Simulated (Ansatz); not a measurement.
Cost and result up the ladder for the cluster Pb₃F₆ (9 atoms). Total charge 0; singlet. Geometry: B3LYP-D4/def2-SVP.

```xyz
9

Pb    0.670   -0.129   -1.912
Pb   -0.585    1.613    1.011
Pb   -1.044   -1.995    1.480
F     1.133    0.461    0.276
F    -0.281   -0.232    2.542
F    -1.922   -0.201    0.483
F     0.235   -2.098   -0.227
F     2.417    0.891   -2.417
F    -0.623    1.690   -1.236
```

Ansatz on 4 threads of Intel Xeon 6975P-C on a shared host. Times are rough, and most runs start from the orbitals of an earlier one. ωB97M-V/def2-TZVP serves as the yardstick here, not as an exact answer. Differences are given only for rows in sets of like size (and for xTB, whose basis is part of the method), since another set adds its own error. Binding counts from free atoms at the same level (Pb triplet, F doublet; other spins of the atoms weren't run), without zero-point energy or a counterpoise term.

In the def2 sets Pb takes a core potential; there is no spin–orbit coupling. Correlated methods freeze 18 core orbitals; core or outer-core shells of Pb are correlated, in sets that lack core-valence functions. The rows differ in basis, and correlated rows in double-zeta sets carry the largest basis error. Another isomer (singlet) lies 0.38 eV lower at PBE0-D4/def2-TZVP; other spin states weren't run for this one.

Correlated methods converge slowly with the basis, most of all in double-zeta sets.

```json
{"level": "PBE-D4/def2-TZVP (with forces)", "functions": "336", "wall time": "3.5 s", "binding energy per atom (eV)": "3.83", "difference from ωB97M-V/def2-TZVP (eV)": "0.20"}
{"level": "r2SCAN-D4/def2-TZVP", "functions": "336", "wall time": "4.7 s", "binding energy per atom (eV)": "3.68", "difference from ωB97M-V/def2-TZVP (eV)": "0.05"}
{"level": "PBE0-D4/def2-TZVP", "functions": "336", "wall time": "7 s", "binding energy per atom (eV)": "3.55", "difference from ωB97M-V/def2-TZVP (eV)": "-0.08"}
{"level": "B2PLYP/def2-TZVP", "functions": "336", "wall time": "13 s", "binding energy per atom (eV)": "3.60", "difference from ωB97M-V/def2-TZVP (eV)": "-0.03"}
{"level": "ωB97M-V/def2-TZVP", "functions": "336", "wall time": "14 s", "binding energy per atom (eV)": "3.63", "difference from ωB97M-V/def2-TZVP (eV)": "0.00"}
{"level": "CCSD(T)/def2-SVP", "functions": "162", "wall time": "37 s", "binding energy per atom (eV)": "3.29", "difference from ωB97M-V/def2-TZVP (eV)": "–"}
```
